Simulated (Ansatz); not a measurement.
Species: C3H5N, SMILES `C1=CNC1` with one electron removed (charge 1, multiplicity 2), formula C3H5N.

Problem. How many basis functions does Ansatz (a quantum-chemistry and plane-wave program) with frozen-core CCSD(T)/cc-pVTZ // PBE0-D4/def2-TZVP use, how many core orbitals are frozen, and how many electrons are correlated?

Solution. 190 basis functions and 4 frozen orbitals, which leaves 21 correlated electrons. Core time is of the order of minutes.
